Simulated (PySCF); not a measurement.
## Radial density of P (phosphorus, neutral)

LDA, [Ne] 3s2 3p3, high-spin 4S determinant. Computed with PySCF 2.14 in pcseg-2 (5s4p2d1f, 34 functions), with the non-relativistic Hamiltonian (point nucleus).

```json
{"r (bohr)": "0.00223", "4πr²ρ (e/bohr)": "0.1286", "4πr²(ρα − ρβ)": "0.0000"}
{"r (bohr)": "0.00376", "4πr²ρ (e/bohr)": "0.3467", "4πr²(ρα − ρβ)": "0.0000"}
{"r (bohr)": "0.00632", "4πr²ρ (e/bohr)": "0.9093", "4πr²(ρα − ρβ)": "0.0001"}
{"r (bohr)": "0.0106", "4πr²ρ (e/bohr)": "2.259", "4πr²(ρα − ρβ)": "0.0002"}
{"r (bohr)": "0.0179", "4πr²ρ (e/bohr)": "5.147", "4πr²(ρα − ρβ)": "0.0006"}
{"r (bohr)": "0.0301", "4πr²ρ (e/bohr)": "10.11", "4πr²(ρα − ρβ)": "0.0019"}
{"r (bohr)": "0.0506", "4πr²ρ (e/bohr)": "15.61", "4πr²(ρα − ρβ)": "0.0077"}
{"r (bohr)": "0.0851", "4πr²ρ (e/bohr)": "16.52", "4πr²(ρα − ρβ)": "0.0338"}
{"r (bohr)": "0.143", "4πr²ρ (e/bohr)": "11.80", "4πr²(ρα − ρβ)": "0.1187"}
{"r (bohr)": "0.241", "4πr²ρ (e/bohr)": "12.55", "4πr²(ρα − ρβ)": "0.2522"}
{"r (bohr)": "0.405", "4πr²ρ (e/bohr)": "15.71", "4πr²(ρα − ρβ)": "0.1896"}
{"r (bohr)": "0.681", "4πr²ρ (e/bohr)": "7.281", "4πr²(ρα − ρβ)": "0.0082"}
{"r (bohr)": "1.15", "4πr²ρ (e/bohr)": "2.338", "4πr²(ρα − ρβ)": "0.7452"}
{"r (bohr)": "1.93", "4πr²ρ (e/bohr)": "2.491", "4πr²(ρα − ρβ)": "1.4063"}
{"r (bohr)": "3.24", "4πr²ρ (e/bohr)": "0.7611", "4πr²(ρα − ρβ)": "0.5588"}
{"r (bohr)": "5.45", "4πr²ρ (e/bohr)": "0.04979", "4πr²(ρα − ρβ)": "0.0459"}
{"r (bohr)": "9.17", "4πr²ρ (e/bohr)": "5.494e-05", "4πr²(ρα − ρβ)": "0.0001"}
```
